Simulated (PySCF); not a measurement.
Al₂H₄, SMILES [AlH2][AlH2].

Geometry optimised at TPSSh-D3(BJ)/def2-TZVP.

These are PBE0/def2-TZVPD (PySCF) values and carry that method's errors.

Symmetry labels are those of the subgroup D2 that the program uses (full group D2d).

Computed valence orbital energies around the gap with their symmetry:
| orbital | symmetry | energy (eV) |
|---|---|---|
| HOMO−7 | B2 | -73.62 |
| HOMO−6 | B3 | -73.62 |
| HOMO−5 | B1 | -73.62 |
| HOMO−4 | A | -11.95 |
| HOMO−3 | B1 | -10.85 |
| HOMO−2 | B2 | -8.48 |
| HOMO−1 | B3 | -8.48 |
| HOMO | A | -6.92 |
| LUMO | B2 | -2.09 |
| LUMO+1 | B3 | -2.09 |
| LUMO+2 | B1 | 0.16 |
| LUMO+3 | A | 0.37 |
